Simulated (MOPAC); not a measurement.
MOPAC input (PM7):

```
PM7 FORCE THERMO(298,298) PRECISE LET UHF MS=0.5 GEO-OK AUX(PRECISION=9) THREADS=1
C2H5O2Si

C     2.21381955 1    0.38153522 1   -0.20431770 1
C     0.97386987 1   -0.24178538 1    0.22280061 1
O     0.84941023 1   -1.19851655 1    0.94822299 1
O    -0.09097152 1    0.39394372 1   -0.30427741 1
Si   -1.69778465 1    0.23562192 1   -0.24652791 1
H     3.14947226 1   -0.01563520 1    0.13559542 1
H     2.21473015 1    1.23291664 1   -0.85417000 1
H    -2.13797166 1   -1.04732852 1   -0.77649173 1
H    -2.21193250 1    0.39048310 1    1.10710772 1
H    -2.19439586 1    1.31420797 1   -1.08934200 1
```

From the output:

```
     H   10   0.002677   0.174433   0.174431   3.095875

          HEAT OF FORMATION =     -81.573977 KCALS/MOLE

          ZERO POINT ENERGY      37.656 KCAL/MOL

           NORMAL COORDINATE ANALYSIS (Total motion = 1 Angstrom)

   Root No.       1         2         3         4         5         6         7         8

                 1 A"      2 A"      1 A'      3 A"      2 A'      3 A'      4 A"      4 A'

                  35.8     104.2     121.8     128.8     365.2     537.7     566.9     658.3

   x  C    1   -0.0000   -0.0000   -0.0034    0.0000   -0.0309    0.0767   -0.0000   -0.0412
   y  C    1   -0.0000   -0.0000    0.0544    0.0000    0.1055   -0.0014    0.0000    0.0071
   z  C    1   -0.0278   -0.0580    0.0000    0.0265   -0.0000    0.0000   -0.0071   -0.0000
   x  C    2    0.0000    0.0000   -0.0053   -0.0000   -0.0306    0.0666    0.0000   -0.0272
   y  C    2    0.0000    0.0000   -0.0402    0.0000   -0.0404   -0.0100    0.0000    0.0349
   z  C    2    0.0050    0.0148   -0.0000   -0.0067    0.0000   -0.0000    0.1865    0.0000
   x  O    3    0.0000    0.0000    0.0545    0.0000   -0.0801   -0.0552   -0.0000    0.0248
   y  O    3    0.0000    0.0000   -0.0830    0.0000   -0.0003    0.0838   -0.0000   -0.0055
   z  O    3    0.0352    0.0067   -0.0000    0.0194    0.0000   -0.0000   -0.0586    0.0000
   x  O    4    0.0000    0.0000   -0.0696   -0.0000    0.0334   -0.0442   -0.0000    0.0024
   y  O    4    0.0000    0.0000   -0.0698   -0.0000   -0.0123   -0.0649   -0.0000    0.0301
   z  O    4    0.0017    0.1018    0.0000   -0.0629   -0.0000    0.0000   -0.0356   -0.0000
   x Si    5   -0.0000   -0.0000    0.0095    0.0000    0.0498   -0.0123   -0.0000    0.0086
   y Si    5   -0.0000   -0.0000    0.0633   -0.0000   -0.0308   -0.0139   -0.0000   -0.0381
   z Si    5   -0.0076   -0.0295   -0.0000    0.0102   -0.0000   -0.0000   -0.0095   -0.0000
   x  H    6   -0.0000   -0.0000    0.0578   -0.0000    0.1129    0.0991   -0.0000   -0.0925
   y  H    6   -0.0000   -0.0000    0.0895   -0.0000    0.1941    0.0120   -0.0000   -0.0253
   z  H    6   -0.0260   -0.3095    0.0000   -0.3130   -0.0000    0.0000   -0.2406    0.0000
   x  H    7   -0.0000    0.0000   -0.0640    0.0000   -0.1691    0.0596   -0.0000    0.0058
   y  H    7   -0.0000    0.0000    0.0912    0.0000    0.1975    0.0107   -0.0000   -0.0243
   z  H    7   -0.0534    0.1337    0.0000    0.3831    0.0000    0.0000   -0.2274   -0.0000
   x  H    8   -0.1250   -0.0668   -0.0258    0.0402    0.0542   -0.0724    0.0830   -0.0577
   y  H    8   -0.2069    0.0823    0.1382   -0.0424   -0.0411    0.1268   -0.0525    0.1590
   z  H    8   -0.1496   -0.0487   -0.0006    0.0240   -0.0003    0.0010    0.0302    0.0106
   x  H    9    0.1250    0.0668   -0.0258   -0.0402    0.0542   -0.0724   -0.0830   -0.0577
   y  H    9    0.2069   -0.0823    0.1382    0.0424   -0.0411    0.1268    0.0525    0.1590
   z  H    9   -0.1496   -0.0487    0.0006    0.0240    0.0003   -0.0010    0.0302   -0.0106
   x  H   10    0.0000   -0.0000    0.1389    0.0000    0.0344    0.1997    0.0000    0.3460
   y  H   10    0.0000   -0.0000    0.0382    0.0000   -0.0282   -0.0516    0.0000   -0.0975
   z  H   10    0.2748   -0.1126    0.0000    0.0518    0.0000   -0.0000    0.0291   -0.0000

   Root No.       9        10        11        12        13        14        15        16

                 5 A"      5 A'      6 A'      6 A"      7 A'      7 A"      8 A'      9 A'

                 660.0     720.2     830.2     839.4     853.0     882.4     992.4    1118.2

   x  C    1    0.0000    0.0318    0.0042   -0.0000   -0.0007   -0.0000    0.0220    0.1439
   y  C    1    0.0000   -0.0127    0.0007   -0.0000    0.0009   -0.0000    0.0894    0.0010
   z  C    1   -0.0034   -0.0000   -0.0000   -0.0001   -0.0000   -0.1041   -0.0000    0.0000
   x  C    2   -0.0000    0.0132   -0.0012   -0.0000   -0.0003    0.0000   -0.0080   -0.0473
   y  C    2    0.0000   -0.0563    0.0035   -0.0000    0.0012    0.0000   -0.0126   -0.0284
   z  C    2   -0.0178   -0.0000   -0.0000    0.0009    0.0000    0.0706   -0.0000    0.0000
   x  O    3    0.0000   -0.0186   -0.0017   -0.0000    0.0001   -0.0000   -0.0277   -0.0551
   y  O    3    0.0000   -0.0381    0.0012    0.0000    0.0006   -0.0000   -0.0219   -0.0793
   z  O    3    0.0076    0.0000   -0.0000   -0.0005    0.0000   -0.0135   -0.0000    0.0000
   x  O    4    0.0000    0.1006    0.0049    0.0000   -0.0025   -0.0000    0.0395   -0.0903
   y  O    4    0.0000    0.0320   -0.0078   -0.0000   -0.0033   -0.0000   -0.0300    0.1295
   z  O    4    0.0430   -0.0000   -0.0000   -0.0005   -0.0000   -0.0113   -0.0000    0.0000
   x Si    5   -0.0000   -0.0643   -0.0304   -0.0000   -0.0086    0.0000   -0.0114    0.0234
   y Si    5   -0.0000    0.0188    0.0178    0.0000   -0.0162    0.0000    0.0060   -0.0138
   z Si    5   -0.0343    0.0000    0.0000   -0.0210    0.0000    0.0007    0.0000   -0.0000
   x  H    6    0.0000    0.1557    0.0029   -0.0000   -0.0059    0.0000   -0.3249    0.1545
   y  H    6    0.0000    0.0676    0.0018   -0.0000   -0.0025    0.0000   -0.1383    0.0095
   z  H    6    0.0356   -0.0000   -0.0000   -0.0000   -0.0000    0.3848    0.0000    0.0000
   x  H    7    0.0000   -0.0854    0.0008    0.0000    0.0035    0.0000    0.3470    0.2160
   y  H    7    0.0000    0.0678    0.0019   -0.0000   -0.0021    0.0000   -0.1449   -0.0560
   z  H    7    0.0310   -0.0000   -0.0000    0.0000   -0.0000    0.3981   -0.0000   -0.0000
   x  H    8    0.2971   -0.0989    0.2196    0.0063    0.2350   -0.0059   -0.0203    0.0363
   y  H    8   -0.1701    0.1331   -0.1939    0.2540    0.2234    0.0022    0.0090   -0.0115
   z  H    8    0.1166    0.0078    0.0943    0.0707    0.2216   -0.0029   -0.0053    0.0091
   x  H    9   -0.2971   -0.0989    0.2196   -0.0063    0.2350    0.0059   -0.0203    0.0363
   y  H    9    0.1701    0.1331   -0.1939   -0.2540    0.2234   -0.0022    0.0090   -0.0115
   z  H    9    0.1166   -0.0078   -0.0943    0.0707   -0.2216   -0.0029    0.0053   -0.0091
   x  H   10    0.0000    0.0819    0.3197    0.0000   -0.1763   -0.0000   -0.0195    0.0606
   y  H   10    0.0000   -0.0068   -0.0556    0.0000    0.0282   -0.0000    0.0064   -0.0173
   z  H   10    0.1041   -0.0000   -0.0000    0.4497   -0.0000   -0.0029    0.0000   -0.0000

   Root No.      17        18        19        20        21        22        23        24

                10 A'     11 A'     12 A'      8 A"     13 A'     14 A'     15 A'     16 A'

                1344.8    1349.6    1823.0    2303.6    2306.7    2316.9    2718.6    2763.4

   x  C    1   -0.0415   -0.0968   -0.0539   -0.0000    0.0000    0.0000    0.0014   -0.0362
   y  C    1    0.0179    0.0093   -0.0171   -0.0000    0.0000    0.0001   -0.0619   -0.0033
   z  C    1    0.0000    0.0000    0.0000   -0.0000   -0.0000    0.0000    0.0000    0.0000
   x  C    2    0.1328    0.0558    0.2905   -0.0000   -0.0003   -0.0005    0.0002   -0.0076
   y  C    2   -0.1172   -0.0408    0.3338   -0.0000   -0.0002    0.0001   -0.0040   -0.0009
   z  C    2   -0.0000   -0.0000   -0.0000    0.0001    0.0000    0.0000    0.0000    0.0000
   x  O    3   -0.0018    0.0016   -0.1745   -0.0000    0.0001    0.0001    0.0007    0.0016
   y  O    3    0.0076    0.0052   -0.2282    0.0000    0.0001    0.0001    0.0005    0.0015
   z  O    3    0.0000    0.0000    0.0000   -0.0001    0.0000    0.0000    0.0000    0.0000
   x  O    4   -0.0412   -0.0105    0.0015    0.0000   -0.0001    0.0006   -0.0007    0.0007
   y  O    4    0.0737    0.0207   -0.0190   -0.0000   -0.0006   -0.0004    0.0004   -0.0011
   z  O    4   -0.0000   -0.0000    0.0000   -0.0007   -0.0000   -0.0000   -0.0000   -0.0000
   x Si    5    0.0020   -0.0006    0.0020   -0.0000   -0.0125    0.0089   -0.0000   -0.0001
   y Si    5   -0.0004    0.0007    0.0013   -0.0000   -0.0194   -0.0070    0.0000    0.0001
   z Si    5   -0.0000   -0.0000    0.0000   -0.0267    0.0000   -0.0000   -0.0000   -0.0000
   x  H    6   -0.3366    0.2828    0.0079   -0.0000    0.0001   -0.0001   -0.2704    0.2207
   y  H    6   -0.1838    0.2090    0.0018   -0.0000   -0.0000   -0.0000    0.4167   -0.3875
   z  H    6    0.0000   -0.0000    0.0000    0.0000   -0.0000    0.0000    0.0000   -0.0000
   x  H    7   -0.1907    0.3399   -0.1110    0.0000   -0.0001   -0.0000    0.2515    0.2670
   y  H    7    0.1145   -0.2536    0.1026   -0.0000   -0.0004   -0.0000    0.3549    0.4285
   z  H    7    0.0000   -0.0000    0.0000   -0.0000   -0.0000    0.0000   -0.0000   -0.0000
   x  H    8    0.0191    0.0069   -0.0043   -0.2586    0.1342   -0.1627   -0.0000    0.0004
   y  H    8   -0.0113   -0.0046   -0.0002   -0.1186    0.0538   -0.0781    0.0001   -0.0004
   z  H    8    0.0087    0.0038   -0.0044    0.3852   -0.2183    0.2557   -0.0001    0.0001
   x  H    9    0.0191    0.0069   -0.0043    0.2586    0.1342   -0.1627   -0.0000    0.0004
   y  H    9   -0.0113   -0.0046   -0.0002    0.1186    0.0538   -0.0781    0.0001   -0.0004
   z  H    9   -0.0087   -0.0038    0.0044    0.3852    0.2183   -0.2557    0.0001   -0.0001
   x  H   10    0.0297    0.0100   -0.0181   -0.0000    0.0835    0.0736   -0.0001    0.0005
   y  H   10   -0.0027   -0.0004    0.0098   -0.0000    0.4436    0.3537    0.0004    0.0001
   z  H   10   -0.0000   -0.0000    0.0000   -0.0146   -0.0000   -0.0000   -0.0000   -0.0000

           MASS-WEIGHTED COORDINATE ANALYSIS (NORMAL COORDINATES)

   Root No.       1         2         3         4         5         6         7         8

                 1 A"      2 A"      1 A'      3 A"      2 A'      3 A'      4 A"      4 A'

                  35.8     104.2     121.8     128.8     365.2     537.7     566.9     658.3

   x  C    1   -0.0000   -0.0000   -0.0156    0.0000   -0.1479    0.3781   -0.0000   -0.2562
   y  C    1   -0.0000   -0.0000    0.2499    0.0000    0.5045   -0.0071    0.0000    0.0442
   z  C    1   -0.1841   -0.3222    0.0000    0.1577   -0.0000    0.0000   -0.0309   -0.0000
   x  C    2    0.0000    0.0000   -0.0242   -0.0000   -0.1463    0.3282    0.0000   -0.1695
   y  C    2    0.0000    0.0000   -0.1850    0.0000   -0.1930   -0.0495    0.0000    0.2171
   z  C    2    0.0329    0.0825   -0.0000   -0.0399    0.0000   -0.0000    0.8152    0.0000
   x  O    3    0.0000    0.0000    0.2889    0.0000   -0.4420   -0.3143   -0.0000    0.1780
   y  O    3    0.0000    0.0000   -0.4404    0.0000   -0.0019    0.4767   -0.0000   -0.0394
   z  O    3    0.2693    0.0430   -0.0000    0.1334    0.0000   -0.0000   -0.2954    0.0000
   x  O    4    0.0000    0.0000   -0.3695   -0.0000    0.1842   -0.2516   -0.0000    0.0172
   y  O    4    0.0000    0.0000   -0.3706   -0.0000   -0.0679   -0.3692   -0.0000    0.2161
   z  O    4    0.0132    0.6531    0.0000   -0.4326   -0.0000    0.0000   -0.1798   -0.0000
   x Si    5   -0.0000   -0.0000    0.0664    0.0000    0.3642   -0.0926   -0.0000    0.0820
   y Si    5   -0.0000   -0.0000    0.4448   -0.0000   -0.2248   -0.1049   -0.0000   -0.3626
   z Si    5   -0.0766   -0.2509   -0.0000    0.0933   -0.0000   -0.0000   -0.0635   -0.0000
   x  H    6   -0.0000   -0.0000    0.0769   -0.0000    0.1564    0.1416   -0.0000   -0.1667
   y  H    6   -0.0000   -0.0000    0.1192   -0.0000    0.2688    0.0172   -0.0000   -0.0455
   z  H    6   -0.0499   -0.4983    0.0000   -0.5398   -0.0000    0.0000   -0.3046    0.0000
   x  H    7   -0.0000    0.0000   -0.0852    0.0000   -0.2341    0.0851   -0.0000    0.0104
   y  H    7   -0.0000    0.0000    0.1214    0.0000    0.2735    0.0152   -0.0000   -0.0437
   z  H    7   -0.1026    0.2153    0.0000    0.6609    0.0000    0.0000   -0.2878   -0.0000
   x  H    8   -0.2399   -0.1075   -0.0344    0.0693    0.0751   -0.1034    0.1051   -0.1040
   y  H    8   -0.3971    0.1325    0.1840   -0.0731   -0.0569    0.1811   -0.0665    0.2865
```
